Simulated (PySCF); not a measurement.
**UHF on Cu⁻ (copper, charge -1)**

Configuration: [Ar] 3d10 4s2, closed-shell 1S. Computed with PySCF 2.14 in aug-cc-pVQZ-PP with ECP10MDF, with a scalar-relativistic core potential.

```
Total energy             : -196.177293 hartree
One-electron energy      : -360.2021 hartree
Hartree (Coulomb) energy : 182.0728 hartree
Exchange energy          : -18.0480 hartree
⟨S²⟩                     : 0.0000
⟨L²⟩                     : 0.000
Sum of ⟨r⟩               : 25.01 bohr
Sum of ⟨r²⟩              : 70.68 bohr²
Time after the integrals : roughly 6 core-seconds
```

| shell | electrons | mean orbital energy (eV) | rms radius, mean of both spins (bohr) |
| --- | --- | --- | --- |
| 3s | 2 | -136.52 | 0.768 |
| 3p | 6 | -87.600 | 0.818 |
| 3d | 10 | -7.513 | 1.17 |
| 4s | 2 | -0.568 | 5.09 |

Energies and moments cover only the electrons outside the core potential.
